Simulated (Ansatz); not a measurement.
`BCN=C=C` → `BN=C=C` + `[CH2]` (triplet) at 700 K and 1 bar (formal loss of a carbene).

Gas-phase electronic energies from Ansatz, PBE0-D4/def2-TZVP geometries. CCSD(T)/CBS adds triple-zeta CCSD(T) − MP2 to the extrapolated MP2 energy (def2 sets, frozen cores). This one scheme is used for every species. Triplets are unrestricted, without spin–orbit coupling. One conformer a species, not always the lowest.

```csv
species,CCSD(T)/CBS energy (Eh),H − E (kJ/mol),S (J/(mol·K))
`BCN=C=C`,-197.17509,291.2,438.9
`BN=C=C`,-157.96924,203.3,362.2
`[CH2]` (triplet),-39.09499,70.4,226.8
```

H − E and S are ideal-gas, rigid-rotor, harmonic terms from PBE0-D4/def2-TZVP, for one conformer and one mirror image of each species, with the whole ground term of open shells counted as degenerate. 1 Eh = 2625.50 kJ/mol, R = 8.31446 J/(mol·K).

Q: By hand: ΔE, ΔH, ΔS and ΔG.

A: ΔE = (-157.96924) + (-39.09499) − (-197.17509) = 0.11086 Eh = 291.1 kJ/mol. Δ(H − E) = 203.3 + 70.4 − 291.2 = -17.5, so ΔH = 273.6 kJ/mol. ΔS = 362.2 + 226.8 − 438.9 = 150.1 J/(mol·K). ΔG = 273.6 − 700 × (150.1)/1000 = 168.5 kJ/mol.

Q: By hand: the equilibrium constant, and the temperature at which ΔG would vanish if ΔH and ΔS stayed fixed.

A: log₁₀ K = −ΔG/(RT ln 10) = -12.6. ΔG = 0 at ΔH/ΔS = 1823 K.

The number of gas molecules changes by +1, which sets the sign of ΔS. A doubt of 5 kJ/mol in ΔE shifts log₁₀ K by 0.4 here. Other conformers and mirror images would add mixing entropy, several J/(mol·K) or more a flexible species. Modes under 60 cm⁻¹, often nearly free rotors, make the harmonic entropy too high. A triplet takes part, so the spin changes. These are equilibria of isolated gas molecules and say nothing of rates. Largest T1 diagnostic: 0.017 (customary marks: 0.02 for closed shells, 0.045 for open ones).
